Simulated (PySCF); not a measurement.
**`[C@@H]1(N)CC[C@@H]2[C@@H](N)[C@@H]21`, C₆H₁₂N₂**

Molfile (atoms numbered from 1):
```
C6H12N2
     RDKit          3D

 20 21  0  0  0  0  0  0  0  0999 V2000
    2.6296   -0.7192   -0.5300 N   0  0  0  0  0  0  0  0  0  0  0  0
    1.2883   -0.2149   -0.5433 C   0  0  2  0  0  0  0  0  0  0  0  0
    0.8919    0.8380    0.4432 C   0  0  1  0  0  0  0  0  0  0  0  0
   -0.2089    1.7964    0.0432 C   0  0  0  0  0  0  0  0  0  0  0  0
   -1.3352    0.9030   -0.4904 C   0  0  0  0  0  0  0  0  0  0  0  0
   -1.1701   -0.4692    0.1911 C   0  0  1  0  0  0  0  0  0  0  0  0
   -1.5403   -1.5327   -0.7332 N   0  0  0  0  0  0  0  0  0  0  0  0
    0.3002   -0.5420    0.5543 C   0  0  1  0  0  0  0  0  0  0  0  0
    2.6585   -1.6581   -0.9145 H   0  0  0  0  0  0  0  0  0  0  0  0
    2.9898   -0.7552    0.4178 H   0  0  0  0  0  0  0  0  0  0  0  0
    0.9043   -0.1500   -1.5523 H   0  0  0  0  0  0  0  0  0  0  0  0
    1.6330    1.1916    1.1468 H   0  0  0  0  0  0  0  0  0  0  0  0
    0.1211    2.5197   -0.7033 H   0  0  0  0  0  0  0  0  0  0  0  0
   -0.5433    2.3460    0.9261 H   0  0  0  0  0  0  0  0  0  0  0  0
   -1.2331    0.7574   -1.5654 H   0  0  0  0  0  0  0  0  0  0  0  0
   -2.3182    1.3321   -0.2998 H   0  0  0  0  0  0  0  0  0  0  0  0
   -1.7636   -0.4978    1.1256 H   0  0  0  0  0  0  0  0  0  0  0  0
   -1.3749   -2.4397   -0.3104 H   0  0  0  0  0  0  0  0  0  0  0  0
   -2.5268   -1.4720   -0.9613 H   0  0  0  0  0  0  0  0  0  0  0  0
    0.5923   -1.2228    1.3432 H   0  0  0  0  0  0  0  0  0  0  0  0
  1  2  1  0
  2  3  1  0
  3  4  1  0
  4  5  1  0
  5  6  1  0
  6  7  1  0
  6  8  1  0
  8  2  1  0
  8  3  1  0
  1  9  1  0
  1 10  1  0
  2 11  1  6
  3 12  1  1
  4 13  1  0
  4 14  1  0
  5 15  1  0
  5 16  1  0
  6 17  1  1
  7 18  1  0
  7 19  1  0
  8 20  1  1
M  END
```

Computed with PySCF 2.14.0, TDDFT B3LYP/def2-SVPD circular dichroism and optical rotation, one conformer, gas phase. Geometry: GFN2-xTB.

The molecule is flexible and this is one conformer; a measurement averages over conformers. States above about 6.0 eV (minus the energy of the highest occupied orbital) lie near or above the ionisation threshold and depend on the basis.

Stereocentres: C2 R, C3 S, C6 R, C8 S.

(1) Give the optical rotatory dispersion at 633, 589.3, 546, 436, 405, 365, 355 nm.

Answers

(1) [α] in deg dm⁻¹ (g/mL)⁻¹:
```
λ (nm)  origin-invariant length gauge  modified velocity gauge  length gauge (centre of mass)  isotropic polarisability (au)
   633                          +16.5                    +10.0                          +16.8                           85.9
 589.3                          +17.5                     +9.8                          +17.9                           86.2
   546                          +18.0                     +8.7                          +18.4                           86.5
   436                           +8.7                     -8.0                           +9.5                           88.0
   405                           -3.0                    -23.8                           -2.1                           88.7
   365                          -38.3                    -67.2                          -37.1                           89.9
   355                          -54.1                    -85.9                          -52.8                           90.3
```

Where the gauges differ in sign the basis doesn't settle the rotation.

Question: And for the mirror image at 589.3 nm?

Answer: -17.5 deg dm⁻¹ (g/mL)⁻¹ (origin-invariant length gauge): the same size and the opposite sign.

Question: What is the molar rotation [Φ] = [α]·M/100 of the geometry above at 589.3 nm?

Answer: With M = 112.18 g/mol, +19.6 deg cm² dmol⁻¹ (origin-invariant length gauge).

The first excitation lies at 5.57 eV (223 nm) with R = -9.3 × 10⁻⁴⁰ esu² cm² (velocity form).
